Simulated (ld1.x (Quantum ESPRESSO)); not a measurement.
Results of a calculation; reference values are marked as such.
Hardness and transferability of assorted potentials

Generated with ld1.x 7.5 (TM, RRKJ, ultrasoft, PAW), atompaw 4.2 or ONCVPSP 4.0.1. The cutoff is in Ry: for ld1.x and atompaw files where the sum of valence levels is converged to 10 mRy in a Bessel basis, for ONCV files where the hardest occupied wave has 1 mHa per electron of residual kinetic energy. The error is the largest all-electron minus pseudo excitation energy over each file’s own four to seven test configurations (ionisations up to +4, promotions, holes and added fractions of an electron), all of which were solved. The labels leave out finer settings (local radius, basis sizes, second energies), which also bear on the numbers. Spin-polarised tests are not counted. The rows are a selection from randomly drawn settings: files with unsolved tests, undetermined cutoffs or missed reference levels are left out.

A true bound ghost makes a file unfit for plane-wave use even where its test errors are small: the radial tests pick states by their node count and pass the ghost by.

| element | potential | cutoff (Ry) | largest error (meV) | bound ghosts |
| --- | --- | --- | --- | --- |
| Li | RRKJ, LDA (PZ), non-relativistic, rc 2.40/4.20 (sp), local s, core correction no, reference 2s0 2p1 | 6 | +2.6 | none |
| C | RRKJ, PBE, scalar-relativistic, rc 1.00/1.60/1.55 (spd), local s, core correction yes, reference 2s2 2p2 | 40 | +302 | none |
| Si | TM, BP86, scalar-relativistic, rc 1.80/1.85/1.95 (spd), local s, core correction yes, reference 3s2 3p0.5 | 15 | +18 | none |
| K | TM semilocal, PBE, scalar-relativistic, rc 3.10/4.00/4.20 (spd), local s, core correction yes, reference 3d1 4s0 4p0 | 6 | -2.4 | none |
| W | TM semilocal, PBE, scalar-relativistic, rc 1.80/1.55/2.25 (spd), local p, core correction no, reference 5p6 5d3 6s0 6p0 | 50 | +256 | none |
| Au | TM, BLYP, scalar-relativistic, rc 1.60/1.00/0.96/1.50 (spdf), local d, core correction no, reference 5s2 5p6 5d8 6s0 6p0 | 200 | +792 | p |

(1) Fill in the row for B: RRKJ, PBE, scalar-relativistic, rc 1.35/2.00 (sp), local p, core correction yes, reference 2s2 2p1.

## Answers

(1) cutoff 30 Ry, largest error +88 meV, bound ghosts: none.
